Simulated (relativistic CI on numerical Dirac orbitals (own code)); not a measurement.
## Ho40+: sensitivity of the levels to the model

Base calculation: Dirac-Coulomb-Breit CI, KLI orbitals optimised for each configuration, QED by a radiative potential, unscaled Slater integrals.

Configuration list (outside the closed core [Ne]): 3s2.3p6.3d9, 3s2.3p5.3d10, 3s.3p6.3d10, 3s2.3p6.3d8.4s, 3s2.3p6.3d8.4p, 3s2.3p6.3d8.4d, 3s2.3p4.3d10.4s, 3s2.3p4.3d10.4p, 3s2.3p5.3d9.4s, 3s2.3p6.3d8.4f, 3s2.3p4.3d10.4d, 3s2.3p5.3d9.4p, 3s.3p5.3d10.4s, 3s.3p5.3d10.4p, 3s2.3p6.3d7.4s2, 3s2.3p5.3d9.4d, 3s2.3p6.3d7.4s.4p, 3s.3p6.3d9.4s, 3s.3p5.3d10.4d, 3p6.3d10.4s, 3s2.3p6.3d8.5s, 3s2.3p6.3d7.4p2, 3s2.3p5.3d9.4f, 3s2.3p6.3d7.4s.4d, 3s2.3p6.3d8.5p, 3s.3p6.3d9.4p, 3p6.3d10.4p, 3s2.3p6.3d8.5d, 3s2.3p6.3d7.4p.4d, 3s2.3p5.3d8.4s2, 3s2.3p6.3d8.5f, 3p6.3d10.4d, 3s.3p6.3d9.4d, 3s2.3p6.3d8.5g, 3s2.3p5.3d8.4s.4p, 3s2.3p6.3d7.4d2. Levels of other configurations are missing.

The lowest level and the first level of each name with at least 55 % of one term (blank where a level has no safe partner in the second run):

```csv
Level,Base (eV),Shift (eV)
3s2.3p6.3d9 2D_5/2,0.00,0.00
3s2.3p6.3d9 2D_3/2,40.88,0.00
3s2.3p5.3d10 2P°_3/2,374.93,+0.24
3s2.3p5.3d10 2P°_1/2,563.88,+0.24
3s.3p6.3d10 2S_1/2,765.91,+0.40
3s2.3p6.3d8.4s 4F_9/2,1219.23,+1.87
3s2.3p6.3d8.4s 2F_7/2,1221.89,+1.87
3s2.3p6.3d8.4s 4F_7/2,1259.43,+1.87
3s2.3p6.3d8.4s 4F_5/2,1260.00,+1.87
3s2.3p6.3d8.4s 4P_3/2,1272.02,+1.87
3s2.3p6.3d8.4s 2G_9/2,1273.10,+1.87
3s2.3p6.3d8.4s 2G_7/2,1273.52,+1.87
3s2.3p6.3d8.4s 2P_1/2,1273.77,+1.87
3s2.3p6.3d8.4p 2P°_1/2,1323.61,+1.96
3s2.3p6.3d8.4p 4G°_7/2,1339.37,+1.96
3s2.3p6.3d8.4p 4P°_1/2,1350.41,+1.96
3s2.3p6.3d8.4p 2H°_9/2,1352.59,+1.96
3s2.3p6.3d8.4p 4G°_11/2,1361.98,+1.96
3s2.3p6.3d8.4p 4F°_9/2,1364.66,+1.96
3s2.3p6.3d8.4p 4G°_9/2,1402.24,+1.96
3s2.3p6.3d8.4p 4F°_7/2,1403.70,+1.96
3s2.3p6.3d8.4p 2H°_11/2,1414.39,+1.96
```

At this charge energies of transitions that change n are usually good to better than 1 %, and those within a shell (Δn = 0) to a few per cent.

(1) One thing was changed in a second run, which moved the levels as shown. Which?
A. configuration mixing switched off
B. non-relativistic limit
C. P86 correlation estimate
D. QED terms removed
E. Breit term removed

## Answers

(1) C. P86 correlation estimate. A correlation estimate moves all levels of a configuration together before mixing; mixed levels move by a weighted share.

LS names give the leading component of a level, which can be under half, so a name can repeat, a term be missing and a line seem to break the LS rules.
